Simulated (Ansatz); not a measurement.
The cluster WO₂, 3 atoms. Hardware: 4 threads of Arm Neoverse V1 on a shared host.

In the def2 sets W takes a core potential; there is no spin–orbit coupling. Correlated methods freeze 2 core orbitals; core or outer-core shells of W are correlated, in sets that lack core-valence functions.

Question: How many basis functions does each of these Ansatz runs have, and roughly what does it cost? PBE-D4/def2-TZVPD, charge 0 singlet, energy, from earlier orbitals; PBE0-D4/def2-TZVP, charge 0 unrestricted singlet, energy, from earlier orbitals; LDA (SPW92)/def2-TZVP, charge 0 singlet, energy, from earlier orbitals; PBE-D4/def2-TZVP, charge 1 doublet at the geometry of the charge 0 singlet, energy, from earlier orbitals; PBE0-D4/def2-TZVP, charge 0 quintet, energy, from earlier orbitals; r2SCAN-D4/def2-TZVP, charge 0 triplet, energy, from earlier orbitals; r2SCAN-D4/def2-TZVPD, charge -1 doublet at the geometry of the charge 0 singlet, energy, from earlier orbitals; r2SCANh-D4/def2-TZVP, charge 0 singlet, energy, from earlier orbitals; BLYP-D4/def2-TZVP, charge 0 quintet, energy, from earlier orbitals; BLYP-D4/def2-TZVP, charge 0 singlet, energy, from earlier orbitals; CCSD(T)/def2-TZVPP, charge 0 triplet, energy, from earlier orbitals; LDA (SPW92)/def2-TZVP, charge 0 triplet, energy, from earlier orbitals.

Answer: Other jobs shared the machine, so times can vary by a factor of up to 3. A dash marks memory too small to be measured apart from the calling script's.

```tsv
run	functions	fitting or Cholesky vectors	wall time	peak host memory (GiB)
LDA (SPW92)/def2-TZVP, charge 0 singlet, energy, from earlier orbitals	102	626	0.35 s	–
BLYP-D4/def2-TZVP, charge 0 singlet, energy, from earlier orbitals	102	626	0.55 s	–
LDA (SPW92)/def2-TZVP, charge 0 triplet, energy, from earlier orbitals	102	626	0.55 s	–
PBE-D4/def2-TZVPD, charge 0 singlet, energy, from earlier orbitals	123	714	0.85 s	–
PBE-D4/def2-TZVP, charge 1 doublet at the geometry of the charge 0 singlet, energy, from earlier orbitals	102	626	1.1 s	–
BLYP-D4/def2-TZVP, charge 0 quintet, energy, from earlier orbitals	102	626	1.4 s	–
r2SCANh-D4/def2-TZVP, charge 0 singlet, energy, from earlier orbitals	102	626	1.4 s	–
PBE0-D4/def2-TZVP, charge 0 quintet, energy, from earlier orbitals	102	702	2.2 s	–
r2SCAN-D4/def2-TZVP, charge 0 triplet, energy, from earlier orbitals	102	626	2.7 s	–
PBE0-D4/def2-TZVP, charge 0 unrestricted singlet, energy, from earlier orbitals	102	702	5 s	–
r2SCAN-D4/def2-TZVPD, charge -1 doublet at the geometry of the charge 0 singlet, energy, from earlier orbitals	123	714	8 s	–
CCSD(T)/def2-TZVPP, charge 0 triplet, energy, from earlier orbitals	118	793	15 s	1
```
